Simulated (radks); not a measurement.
Problem. The mean radii <r> (bohr) of the occupied orbitals of an atom or ion are listed with their occupations. Calculated with a radial shooting solver on a logarithmic mesh with Libxc functionals: scalar-relativistic Kohn-Sham, r2SCAN, spin-polarised, spherical densities, finite nucleus; meta-GGA in the generalised Kohn-Sham scheme; Fermi nuclear charge, rms radius of each element as measured or else 0.836 A^(1/3) + 0.57 fm.

orbital  occ.      <r>
1s up       1  0.01715
1s down     1  0.01715
2s up       1  0.07188
2s down     1  0.07183
2p up       3  0.06471
2p down     3  0.06466
3s up       1   0.1771
3s down     1   0.1773
3p up       3   0.1757
3p down     3   0.1760
3d up       2   0.1563
4s up       1   0.3395
4s down     1   0.3400

Name the element and its charge. Open shells, if any, are filled with parallel spins first.

Solution. Z = 78, platinum, charge +56: Pt56+ in [Ar] 3d2 4s2. The 1s radius gives Z: for a bare nucleus <r> = (2 gamma + 1)/(2Z) with gamma = sqrt(1 - (Z/c)^2), 0.01695 bohr for Z = 78, and screening makes it slightly larger (0.01715 here). The occupations add up to 22, and the charge is Z minus that.
